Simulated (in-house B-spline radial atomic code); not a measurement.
Computed with a B-spline radial atomic code. Model: two electrons, singlet ground state, non-relativistic, full CI in B-splines with partial waves to l = 8 (at full coupling up to 3e-4 hartree above the limit, correlation up to 0.6 % small), density held at that of full coupling by Lieb maximisation.

Along the adiabatic connection the electron repulsion is scaled by a coupling λ while a local potential keeps the density fixed. At λ = 0 the system is the Kohn-Sham one and W equals the exchange energy; the exchange-correlation energy is the area under W between 0 and 1. The kinetic energy rises with λ as the electrons avoid each other, with dT/dλ = −λ dW/dλ.

Command:
```bash
python run_ac.py task.json out
```
Settings (lengths in bohr, energies in hartree):
```
potential              ball
strength               1
lmax                   8
wall_radius            4.85
```

Run time, properties included: 3.4 s on 1 thread of Intel(R) Xeon(R) Processor @ 2.30GHz (shared host).

**W = mean repulsion less Hartree energy, and W of three functionals.**

Given: confinement empty hard sphere; hard wall radius 4.85 bohr; external potential zero inside.

Computed: LDA exchange minus exact 43.562 millihartree; SCAN exchange minus exact -6.2048 millihartree.

```json
{"coupling": "0", "W xc (hartree)": "-0.34438", "W xc minus exchange (millihartree)": "0", "kinetic minus Kohn-Sham (millihartree)": "0", "LDA (PW92) W minus its exchange (millihartree)": "0", "PBE W minus its exchange (millihartree)": "0", "SCAN W minus its exchange (millihartree)": "0"}
{"coupling": "0.02", "W xc (hartree)": "?", "W xc minus exchange (millihartree)": "?", "kinetic minus Kohn-Sham (millihartree)": "?", "LDA (PW92) W minus its exchange (millihartree)": "?", "PBE W minus its exchange (millihartree)": "?", "SCAN W minus its exchange (millihartree)": "?"}
{"coupling": "0.05", "W xc (hartree)": "-0.35009", "W xc minus exchange (millihartree)": "-5.713", "kinetic minus Kohn-Sham (millihartree)": "0.14", "LDA (PW92) W minus its exchange (millihartree)": "-18.77", "PBE W minus its exchange (millihartree)": "-9.75", "SCAN W minus its exchange (millihartree)": "-4.68"}
{"coupling": "0.12", "W xc (hartree)": "-0.3574", "W xc minus exchange (millihartree)": "-13.018", "kinetic minus Kohn-Sham (millihartree)": "0.76", "LDA (PW92) W minus its exchange (millihartree)": "-34.05", "PBE W minus its exchange (millihartree)": "-20.03", "SCAN W minus its exchange (millihartree)": "-10.63"}
{"coupling": "0.25", "W xc (hartree)": "-0.3691", "W xc minus exchange (millihartree)": "-24.719", "kinetic minus Kohn-Sham (millihartree)": "2.9", "LDA (PW92) W minus its exchange (millihartree)": "-53.65", "PBE W minus its exchange (millihartree)": "-34.66", "SCAN W minus its exchange (millihartree)": "-20.34"}
{"coupling": "0.4", "W xc (hartree)": "-0.38014", "W xc minus exchange (millihartree)": "-35.763", "kinetic minus Kohn-Sham (millihartree)": "6.46", "LDA (PW92) W minus its exchange (millihartree)": "-69.94", "PBE W minus its exchange (millihartree)": "-47.66", "SCAN W minus its exchange (millihartree)": "-29.88"}
{"coupling": "0.6", "W xc (hartree)": "-0.39178", "W xc minus exchange (millihartree)": "-47.397", "kinetic minus Kohn-Sham (millihartree)": "12.22", "LDA (PW92) W minus its exchange (millihartree)": "-86.23", "PBE W minus its exchange (millihartree)": "-61.21", "SCAN W minus its exchange (millihartree)": "-40.54"}
{"coupling": "0.8", "W xc (hartree)": "-0.40084", "W xc minus exchange (millihartree)": "-56.459", "kinetic minus Kohn-Sham (millihartree)": "18.53", "LDA (PW92) W minus its exchange (millihartree)": "-98.81", "PBE W minus its exchange (millihartree)": "-71.99", "SCAN W minus its exchange (millihartree)": "-49.4"}
{"coupling": "1", "W xc (hartree)": "-0.40806", "W xc minus exchange (millihartree)": "-63.679", "kinetic minus Kohn-Sham (millihartree)": "25", "LDA (PW92) W minus its exchange (millihartree)": "-108.99", "PBE W minus its exchange (millihartree)": "-80.88", "SCAN W minus its exchange (millihartree)": "-56.9"}
{"coupling": "1.4", "W xc (hartree)": "-0.4188", "W xc minus exchange (millihartree)": "-74.423", "kinetic minus Kohn-Sham (millihartree)": "37.76", "LDA (PW92) W minus its exchange (millihartree)": "-124.72", "PBE W minus its exchange (millihartree)": "-94.84", "SCAN W minus its exchange (millihartree)": "-68.87"}
{"coupling": "2", "W xc (hartree)": "-0.42945", "W xc minus exchange (millihartree)": "-85.073", "kinetic minus Kohn-Sham (millihartree)": "55.63", "LDA (PW92) W minus its exchange (millihartree)": "-141.4", "PBE W minus its exchange (millihartree)": "-109.92", "SCAN W minus its exchange (millihartree)": "-81.77"}
{"coupling": "3", "W xc (hartree)": "-0.44016", "W xc minus exchange (millihartree)": "-95.776", "kinetic minus Kohn-Sham (millihartree)": "81.89", "LDA (PW92) W minus its exchange (millihartree)": "-159.76", "PBE W minus its exchange (millihartree)": "-126.75", "SCAN W minus its exchange (millihartree)": "-95.6"}
{"coupling": "4.5", "W xc (hartree)": "?", "W xc minus exchange (millihartree)": "?", "kinetic minus Kohn-Sham (millihartree)": "?", "LDA (PW92) W minus its exchange (millihartree)": "?", "PBE W minus its exchange (millihartree)": "?", "SCAN W minus its exchange (millihartree)": "?"}
{"coupling": "7", "W xc (hartree)": "-0.45754", "W xc minus exchange (millihartree)": "-113.16", "kinetic minus Kohn-Sham (millihartree)": "161.89", "LDA (PW92) W minus its exchange (millihartree)": "-194.03", "PBE W minus its exchange (millihartree)": "-158.69", "SCAN W minus its exchange (millihartree)": "-117.58"}
{"coupling": "10", "W xc (hartree)": "-0.46319", "W xc minus exchange (millihartree)": "-118.81", "kinetic minus Kohn-Sham (millihartree)": "209.2", "LDA (PW92) W minus its exchange (millihartree)": "-206.4", "PBE W minus its exchange (millihartree)": "-170.35", "SCAN W minus its exchange (millihartree)": "-123.58"}
```

(1) What belongs in the row 0.02?

(2) What belongs in the row 4.5?

(3) What is the PBE exchange minus exact?

**Energy parts, natural occupations and partial-wave weights.**

Computed: exchange energy -0.34438 hartree; correlation energy -0.038675 hartree; kinetic part of the DFT correlation energy 0.025004 hartree; initial slope twice GL2 -0.11863 hartree; kinetic part over minus potential part 0.39266; Kohn-Sham kinetic 0.43134 hartree; Lieb Oxford ratio E_xc over LDA exchange 1.2734.

```tsv
natural	occupation of the shell (electrons)
s	1.8873
p	?
s	0.0018525
d	0.0014865
p	0.00018351
f	0.00016579
```

(4) What belongs in the row p?

| wave | weight |
| --- | --- |
| s | 0.9446 |
| p | ? |
| d | 0.00076216 |
| f | 8.8374e-05 |
| g | 1.901e-05 |

(5) What belongs in the row p?

(6) What is the Hartree energy?

(7) What is the total energy?

## Answers

(1) W xc (hartree): -0.34672; W xc minus exchange (millihartree): -2.338; kinetic minus Kohn-Sham (millihartree): 0.02; LDA (PW92) W minus its exchange (millihartree): -9.58; PBE W minus its exchange (millihartree): -4.34; SCAN W minus its exchange (millihartree): -1.93.

(2) W xc (hartree): -0.44926; W xc minus exchange (millihartree): -104.88; kinetic minus Kohn-Sham (millihartree): 115.36; LDA (PW92) W minus its exchange (millihartree): -176.96; PBE W minus its exchange (millihartree): -142.71; SCAN W minus its exchange (millihartree): -107.49.

(3) 12.698 millihartree.

(4) occupation of the shell (electrons): 0.10885.

(5) weight: 0.054519.

(6) 0.68876 hartree.

(7) 0.7370 hartree.

Half-way to full coupling W has made 65 % of its drop, against 50 % for a straight line, and second-order (GL2) theory, half the initial slope, overshoots the correlation energy by about 53 %: a marked bend. Over couplings 0 to 1 the errors in E_xc come to about +10 millihartree for LDA, +0.7 millihartree for PBE, -0.8 millihartree for SCAN. In LDA and PBE and SCAN the errors of exchange and correlation have opposite signs, so the sum is smaller than the larger of the two.
